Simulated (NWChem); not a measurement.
# CaH2SO; SMILES [OH][Ca][SH]

```xyz
5

Ca     0.2663     0.5648     0.0002
O     -0.2791     2.4711    -0.0003
H     -0.6206     3.3657    -0.0006
S     -0.0659    -2.0285    -0.0002
H     -1.4175    -1.9736     0.0028
```
Atoms are numbered in this order, from 1.

Results from NWChem. Structure relaxed at the PBE0/def2-SVP level. Ions are spin-unrestricted doublets at the neutral geometry; other ion states weren't tried. Functional: LC-ωPBE (HJS hole) with def2-SVP; the question gives the range parameter ω in 1/bohr.

**Question.** Predict the results for range parameter (1/bohr) 0.30. Quantities: vertical ionisation energy, ΔSCF (eV); −ε(HOMO) (eV).

**Answer.** 
| Property | Value |
|---|---|
| vertical ionisation energy, ΔSCF (eV) | 8.46 |
| −ε(HOMO) (eV) | 8.13 |
